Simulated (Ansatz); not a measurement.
`O=C[O][GeH3]` + `[OH][SnH3]` → `O=C[O][SnH3]` + `[OH][GeH3]` at 298.15 K and 1 bar (substitution at a C–O bond).

Calculated with Ansatz (gas phase, PBE0-D4/def2-TZVP geometries, no zero-point term in ΔE). CCSD(T)/CBS is the MP2 limit (def2-TZVPP, def2-QZVPP) plus CCSD(T) − MP2 in def2-TZVPP, frozen cores. def2 core potentials past Kr. For Ge, Sn outer-core shells are correlated without core-valence functions, which leaves a few kJ/mol of doubt a bond. Scalar relativity is left out up to krypton. One conformer a species, not always the lowest.

| species | CCSD(T)/CBS energy (Eh) | H − E (kJ/mol) | S (J/(mol·K)) |
| --- | --- | --- | --- |
| `O=C[O][GeH3]` | -2266.92775 | 141.6 | 312.8 |
| `[OH][SnH3]` | -291.59405 | 101.0 | 287.4 |
| `O=C[O][SnH3]` | -404.83174 | 133.8 | 324.7 |
| `[OH][GeH3]` | -2153.69723 | 109.3 | 272.0 |

H − E and S are ideal-gas, rigid-rotor, harmonic terms from PBE0-D4/def2-TZVP, for one conformer and one mirror image of each species. 1 Eh = 2625.50 kJ/mol, R = 8.31446 J/(mol·K).

By hand: ΔE, ΔH, ΔS and ΔG.

ΔE = (-404.83174) + (-2153.69723) − (-2266.92775) − (-291.59405) = -0.00717 Eh = -18.8 kJ/mol. Δ(H − E) = 133.8 + 109.3 − 141.6 − 101.0 = 0.5, so ΔH = -18.3 kJ/mol. ΔS = 324.7 + 272.0 − 312.8 − 287.4 = -3.5 J/(mol·K). ΔG = -18.3 − 298.15 × (-3.5)/1000 = -17.3 kJ/mol.

By hand: the equilibrium constant, and the temperature at which ΔG would vanish if ΔH and ΔS stayed fixed.

log₁₀ K = −ΔG/(RT ln 10) = 3.0. ΔG = 0 at ΔH/ΔS = 5229 K, far beyond where these terms or the molecules hold.

The number of gas molecules stays the same, so ΔS is small and ΔH decides. A doubt of 5 kJ/mol in ΔE shifts log₁₀ K by 0.9 here. Other conformers and mirror images would add mixing entropy, several J/(mol·K) or more a flexible species. These are equilibria of isolated gas molecules and say nothing of rates. Largest T1 diagnostic: 0.017 (customary marks: 0.02 for closed shells, 0.045 for open ones).
